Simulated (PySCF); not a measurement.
A series of substituents X on one scaffold: benzene 1,4. All species are isolated molecules in the gas phase. One relaxed conformer stands for each flexible species; it need not be the lowest. Strings in code marks are SMILES.

The dipole moment from two functionals at the same geometries (B3LYP-D3(BJ)/def2-SVP), both in PySCF: PBE-D3(BJ)/def2-SVP and B3LYP-D3(BJ)/def2-SVP. B3LYP has the VWN-RPA correlation part, as in Gaussian. 

```tsv
species	B3LYP-D3(BJ)/def2-SVP (D)
X = fluoro (`Fc1ccc(F)cc1`)	0.00
X = ethynyl	0.00
X = trifluoromethyl (`FC(F)(F)c1ccc(C(F)(F)F)cc1`)	0.00
```

Question: What does PBE-D3(BJ)/def2-SVP give for each?

Answer: 
- X = fluoro (`Fc1ccc(F)cc1`): 0.00
- X = ethynyl: 0.00
- X = trifluoromethyl (`FC(F)(F)c1ccc(C(F)(F)F)cc1`): 0.00
Over these rows, drawn at random from the members with no instability flagged (it was tested for open shells, ions and some series alone), PBE minus B3LYP-D3(BJ): mean 0.00 D, from 0.00 D to 0.00 D.
